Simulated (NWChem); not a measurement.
System: C3H6OSi; SMILES C=C1C[SiH2]O1

Excerpt of the output:

```
             Northwest Computational Chemistry Package (NWChem) 7.3.0
             --------------------------------------------------------

 CS  symmetry detected

                             Geometry "geometry" -> ""
                             -------------------------

 Output coordinates in angstroms (scale by  1.889725989 to convert to a.u.)

  No.       Tag          Charge          X              Y              Z
 ---- ---------------- ---------- -------------- -------------- --------------
    1 C                    6.0000     0.11305683     2.20051844     0.00000000
    2 C                    6.0000     0.00052441     0.87332325     0.00000000
    3 C                    6.0000    -1.22815116    -0.02892012     0.00000000
    4 Si                  14.0000     0.07344684    -1.38979457     0.00000000
    5 O                    8.0000     1.07299880     0.00061531     0.00000000
    6 H                    1.0000    -0.78053113     2.82521545     0.00000000
    7 H                    1.0000     1.09683277     2.67321833     0.00000000
    8 H                    1.0000    -1.85834067     0.07306245     0.89581300
    9 H                    1.0000    -1.85834067     0.07306245    -0.89581300
   10 H                    1.0000     0.23777653    -2.23094330     1.21825200
   11 H                    1.0000     0.23777653    -2.23094330    -1.21825200

 Effective nuclear repulsion energy (a.u.)     221.7213007506

      Symmetry information
      --------------------

 Group name             Cs
 Group number              2
 Group order               2
 No. of unique centers     9

  pbe96 is a nonlocal functional; adding pw91lda local functional.

                                 NWChem DFT Module
                                 -----------------

 Summary of "ao basis" -> "ao basis" (spherical)
 ------------------------------------------------------------------------------
       Tag                 Description            Shells   Functions and Types
 ---------------- ------------------------------  ------  ---------------------
 C                           6-31g*                  6       14   3s2p1d
 Si                          6-31g*                  8       18   4s3p1d
 O                           6-31g*                  6       14   3s2p1d
 H                           6-31g*                  2        2   2s

      Symmetry analysis of basis
      --------------------------

        a'         61
        a"         25

            General Information
            -------------------
          SCF calculation type: DFT
          Wavefunction type:  closed shell.
          No. of atoms     :    11
          No. of electrons :    46
           Alpha electrons :    23
            Beta electrons :    23
          Charge           :     0
          Spin multiplicity:     1
          Use of symmetry is: on ; symmetry adaption is: on
          Maximum number of iterations: 150
          AO basis - number of functions:    86
                     number of shells:    44
          Convergence on energy requested:  1.00D-06
          Convergence on density requested:  1.00D-05
          Convergence on gradient requested:  5.00D-04

              XC Information
              --------------
          PerdewBurkeErnzerhof Exchange Functional  1.000
            Perdew 1991 LDA Correlation Functional  1.000 local
           PerdewBurkeErnz. Correlation Functional  1.000 non-local

             Grid Information
             ----------------
          Grid used for XC integration:  medium
          Radial quadrature: Mura-Knowles
          Angular quadrature: Lebedev.
          Tag              B.-S. Rad. Rad. Pts. Rad. Cut. Ang. Pts.
          ---              ---------- --------- --------- ---------
          C                   0.70       49          11.0       434
          Si                  1.10       88          11.0       590
          O                   0.60       49           9.0       434
          H                   0.35       45          12.0       434
          Grid pruning is: on
          Number of quadrature shells:   464
          Spatial weights used:  Erf1

      Superposition of Atomic Density Guess
      -------------------------------------

 Sum of atomic energies:        -479.54181743

      Non-variational initial energy
      ------------------------------

 Total energy =    -482.288420
 1-e energy   =   -1098.784246
 2-e energy   =     394.774525
 HOMO         =      -0.261163
 LUMO         =       0.031520

      Symmetry analysis of molecular orbitals - initial
      -------------------------------------------------

  Numbering of irreducible representations:

     1 a'          2 a"

  Orbital symmetries:

     1 a'          2 a'          3 a'          4 a'          5 a'
     6 a'          7 a'          8 a"          9 a'         10 a'
    11 a'         12 a'         13 a'         14 a'         15 a'
    16 a"         17 a'         18 a'         19 a"         20 a'
    21 a"         22 a'         23 a"         24 a'         25 a"
    26 a'         27 a'         28 a"         29 a'         30 a'
    31 a'         32 a"         33 a'

     ---------------------------------------------
      Total Density - Mulliken Population Analysis
     ---------------------------------------------

    Atom       Charge   Shell Charges
 -----------   ------   -------------------------------------------------------
    1 C    6     6.73   2.00  0.74  2.08  0.63  1.26  0.03
    2 C    6     5.39   2.00  0.70  1.62  0.43  0.57  0.07
    3 C    6     6.77   2.00  0.72  2.05  0.68  1.29  0.02
    4 Si  14    13.09   2.00  2.00  5.97  0.93  1.42  0.27  0.33  0.17
    5 O    8     8.88   2.00  0.93  3.07  0.96  1.90  0.02
    6 H    1     0.76   0.45  0.30
    7 H    1     0.77   0.46  0.31
    8 H    1     0.74   0.45  0.29
    9 H    1     0.74   0.45  0.29
   10 H    1     1.07   0.47  0.60
   11 H    1     1.07   0.47  0.60

   convergence    iter        energy       DeltaE   RMS-Dens  Diis-err
 ---------------- ----- ----------------- --------- --------- ---------
 d= 0,ls=0.0,diis     1   -482.1264975090 -7.04D+02  1.91D-02  7.54D-01
 d= 0,ls=0.0,diis     2   -481.9828392400  1.44D-01  1.28D-02  2.20D+00
 d= 0,ls=0.0,diis     3   -482.2041977151 -2.21D-01  2.95D-03  9.76D-02
 d= 0,ls=0.0,diis     4   -482.2096771485 -5.48D-03  1.85D-03  2.89D-02
 d= 0,ls=0.0,diis     5   -482.2129256821 -3.25D-03  6.62D-04  4.76D-03
  Resetting Diis
 d= 0,ls=0.0,diis     6   -482.2135421871 -6.17D-04  1.79D-04  3.66D-04
 d= 0,ls=0.0,diis     7   -482.2135911736 -4.90D-05  8.31D-05  1.42D-05
 d= 0,ls=0.0,diis     8   -482.2135882591  2.91D-06  5.35D-05  3.54D-05
 d= 0,ls=0.0,diis     9   -482.2135929425 -4.68D-06  1.03D-05  1.31D-06
 d= 0,ls=0.0,diis    10   -482.2135931070 -1.65D-07  3.33D-06  1.23D-07

         Total DFT energy =     -482.213593107041
      One electron energy =    -1102.734916119127
           Coulomb energy =      446.460460414490
    Exchange-Corr. energy =      -47.660438153032
 Nuclear repulsion energy =      221.721300750628

 Numeric. integr. density =       45.999992873547

                  Occupations of the irreducible representations
                  ----------------------------------------------

                     irrep           alpha         beta
                     --------     --------     --------
                     a'               18.0         18.0
                     a"                5.0          5.0

                       DFT Final Molecular Orbital Analysis
                       ------------------------------------

 Vector   21  Occ=2.000000D+00  E=-2.776536D-01  Symmetry=a'
              MO Center=  1.8D-03,  1.7D-01,  9.4D-15, r^2= 3.2D+00
   Bfn.  Coefficient  Atom+Function         Bfn.  Coefficient  Atom+Function
  ----- ------------  ---------------      ----- ------------  ---------------
    32      0.307600   3 C  py               63      0.280268   5 O  px
    50     -0.243193   4 Si py               17     -0.216304   2 C  px
    36      0.203802   3 C  py               18     -0.197319   2 C  py
    67      0.185123   5 O  px                4      0.182960   1 C  py
    64      0.162276   5 O  py               78      0.157636   7 H  s

 Vector   22  Occ=2.000000D+00  E=-2.673386D-01  Symmetry=a'
              MO Center= -1.1D-01, -3.1D-01,  1.2D-14, r^2= 2.6D+00
   Bfn.  Coefficient  Atom+Function         Bfn.  Coefficient  Atom+Function
  ----- ------------  ---------------      ----- ------------  ---------------
    63      0.390156   5 O  px               49     -0.299217   4 Si px
    67      0.262156   5 O  px               31      0.256004   3 C  px
    32     -0.256699   3 C  py               34      0.189933   3 C  s
    36     -0.149021   3 C  py               35      0.147454   3 C  px
    45      0.123787   4 Si px               64      0.122092   5 O  py

 Vector   23  Occ=2.000000D+00  E=-1.849383D-01  Symmetry=a"
              MO Center=  2.6D-01,  1.3D+00,  3.1D-16, r^2= 2.4D+00
   Bfn.  Coefficient  Atom+Function         Bfn.  Coefficient  Atom+Function
  ----- ------------  ---------------      ----- ------------  ---------------
     5      0.413890   1 C  pz               65     -0.336562   5 O  pz
     9      0.330724   1 C  pz               19      0.295727   2 C  pz
    69     -0.265894   5 O  pz               23      0.174840   2 C  pz
    84      0.119448  10 H  s                86     -0.119448  11 H  s
    55     -0.078362   4 Si pz               33     -0.059434   3 C  pz

 Vector   24  Occ=0.000000D+00  E=-3.391284D-02  Symmetry=a'
              MO Center=  8.8D-03, -1.5D+00,  3.7D-16, r^2= 3.8D+00
   Bfn.  Coefficient  Atom+Function         Bfn.  Coefficient  Atom+Function
  ----- ------------  ---------------      ----- ------------  ---------------
    53      0.823393   4 Si px               49      0.426342   4 Si px
    34      0.387220   3 C  s                66     -0.386943   5 O  s
    54      0.263396   4 Si py               36     -0.248946   3 C  py
    68      0.169452   5 O  py               52     -0.163338   4 Si s
    35      0.157898   3 C  px               17      0.155043   2 C  px

 Vector   25  Occ=0.000000D+00  E= 3.913457D-03  Symmetry=a"
              MO Center= -1.8D-01,  1.1D+00, -1.4D-17, r^2= 2.9D+00
   Bfn.  Coefficient  Atom+Function         Bfn.  Coefficient  Atom+Function
  ----- ------------  ---------------      ----- ------------  ---------------
     9      0.522333   1 C  pz               23     -0.478896   2 C  pz
    80      0.471752   8 H  s                82     -0.471752   9 H  s
    19     -0.455924   2 C  pz                5      0.358604   1 C  pz
    37     -0.329581   3 C  pz               65      0.237960   5 O  pz
    69      0.235746   5 O  pz               79      0.113033   8 H  s

 Vector   26  Occ=0.000000D+00  E= 2.664161D-02  Symmetry=a'
              MO Center= -6.3D-02, -1.4D+00,  2.7D-14, r^2= 5.1D+00
   Bfn.  Coefficient  Atom+Function         Bfn.  Coefficient  Atom+Function
  ----- ------------  ---------------      ----- ------------  ---------------
    54      1.462872   4 Si py               34     -0.945798   3 C  s
    20     -0.624277   2 C  s                52      0.452606   4 Si s
    53     -0.436571   4 Si px               84      0.424833  10 H  s
    86      0.424833  11 H  s                36      0.357410   3 C  py
    22      0.315690   2 C  py               80      0.262669   8 H  s

     ---------------------------------------------
      Total Density - Mulliken Population Analysis
     ---------------------------------------------

    Atom       Charge   Shell Charges
 -----------   ------   -------------------------------------------------------
    1 C    6     6.46   2.00  0.67  2.10  0.61  1.07  0.02
    2 C    6     5.59   2.00  0.69  1.99  0.38  0.47  0.07
    3 C    6     6.58   2.00  0.66  2.11  0.67  1.11  0.03
    4 Si  14    13.44   2.00  2.00  5.96  1.00  1.78  0.22  0.26  0.23
    5 O    8     8.52   2.00  0.90  2.89  1.01  1.69  0.03
    6 H    1     0.85   0.52  0.33
    7 H    1     0.85   0.52  0.33
    8 H    1     0.80   0.51  0.29
    9 H    1     0.80   0.51  0.29
   10 H    1     1.06   0.50  0.55
   11 H    1     1.06   0.50  0.55

     -------------------------------------------
      Total Density - Lowdin Population Analysis
     -------------------------------------------

    Atom       Charge   Shell Charges
 -----------   ------   -------------------------------------------------------
    1 C    6     6.36   1.99  0.55  1.91  0.44  1.41  0.06
    2 C    6     5.95   1.99  0.52  1.78  0.36  1.13  0.17
    3 C    6     6.44   1.99  0.56  1.92  0.45  1.47  0.06
    4 Si  14    13.51   2.00  1.98  5.88  0.68  1.60  0.37  0.70  0.31
    5 O    8     8.29   1.99  0.86  2.75  0.68  1.95  0.05
    6 H    1     0.86   0.48  0.38
    7 H    1     0.85   0.48  0.37
    8 H    1     0.84   0.48  0.36
    9 H    1     0.84   0.48  0.36
   10 H    1     1.04   0.50  0.54
   11 H    1     1.04   0.50  0.54

     Multipole analysis of the density
     ---------------------------------

     L   x y z        total         alpha         beta         nuclear
     -   - - -        -----         -----         ----         -------
     0   0 0 0     -0.000000    -23.000000    -23.000000     46.000000

     1   1 0 0     -0.680268     -0.340134     -0.340134      0.000000
     1   0 1 0     -0.458076     -0.229038     -0.229038      0.000000
     1   0 0 1      0.000000      0.000000      0.000000      0.000000

     2   2 0 0    -27.416450    -62.355342    -62.355342     97.294234
     2   1 1 0     -0.238848      0.453374      0.453374     -1.145597
     2   1 0 1     -0.000000     -0.000000     -0.000000      0.000000
     2   0 2 0    -26.557323   -166.422159   -166.422159    306.286996
     2   0 1 1     -0.000000     -0.000000     -0.000000      0.000000
     2   0 0 2    -28.461378    -22.396352    -22.396352     16.331326
```

Level: PBE/6-31G* (spherical d). Coordinates come from a PBE0/def2-SVP optimisation.

Question: Which NWChem input produces such a log?

Answer: Several could match; the one computed here: the input that was run:
```
start job
memory heap 200 mb stack 900 mb global 1100 mb
geometry units angstroms noautoz
  C      0.153633     2.215393     0.000000
  C      0.020269     0.890129     0.000000
  C     -1.222426     0.007295     0.000000
  Si     0.057637    -1.373855     0.000000
  O      1.078904     0.000684     0.000000
  H     -0.730033     2.854048     0.000000
  H      1.144712     2.672583     0.000000
  H     -1.850936     0.119163     0.895813
  H     -1.850936     0.119163    -0.895813
  H      0.208735    -2.217481     1.218252
  H      0.208735    -2.217481    -1.218252
end
basis spherical
  * library 6-31g*
end
dft
  xc xpbe96 cpbe96
  iterations 150
  mulliken
end
task dft energy
```
